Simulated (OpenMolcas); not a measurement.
An atom or ion with 4 electrons was computed by SS-CASPT2, IPEA 0.25 Eh, imaginary shift 0.1 Eh with spin-orbit coupling (OpenMolcas, ANO-RCC-VTZP, DKH2). The lowest levels that the run gave, each within 12 % of the measured value where one is at hand:

```
J  Parity  E (cm⁻¹)      g
0    even       0.0       
0     odd     96718       
1     odd     96995  1.501
2     odd     97553  1.501
1     odd    189909  1.000
0    even    252180       
1    even    252455  1.501
2    even    252998  1.501
2    even    276918  1.000
```

Question: Which ion is it, and what are the configurations and terms?

Answer: F VI (Z = 9, charge +5; active space 2 electrons in 4 orbitals (2s 2p)). J, parity and g give the terms where levels are pure, and mixed ones are named by the computed weights; the size of the splittings, set against known spectra of the 4-electron sequence, gives the charge. In order, with the measured energies in cm⁻¹ (Moore, Atomic Energy Levels, vol. I, NSRDS-NBS 35 (1971 reprint of NBS Circular 467, 1949)): 2s² ¹S₀, 2s 2p ³P°₀, 2s 2p ³P°₁ (96861), 2s 2p ³P°₂ (97437), 2s 2p ¹P°₁, 2p² ³P₀, 2p² ³P₁ (251635), 2p² ³P₂ (252145), 2p² ¹D₂ (274597).

Measured partners are found by configuration, term and J. A level has none where our copy of the source lacks it or the pairing is in doubt (some pairs that miss far off the trend of their configuration count as doubtful), and it then counts in no deviation. Levels of configurations outside the active space are missing.

° marks odd parity.
